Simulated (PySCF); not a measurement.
Rb(Cl) anion (ClRb), SMILES [Cl][Rb] (connectivity only; charge and spin as stated), charge -1, multiplicity 2.

Geometry optimised at PBE-D3(BJ)/def2-TZVPD. The multiplicity is an assumed one; other spin states were not compared. The def2 effective core potentials stand for the cores of Rb; spin–orbit coupling is left out.

All values below come from PBE-D3(BJ)/def2-TZVPD run with PySCF.

Frequencies are harmonic and unscaled.

| mode | ν (cm⁻¹) | IR (km/mol) | moving atoms (share of kinetic energy) |
|---|---|---|---|
| 1 | 163 | 50.6 | Cl 71 %, Rb 29 % |
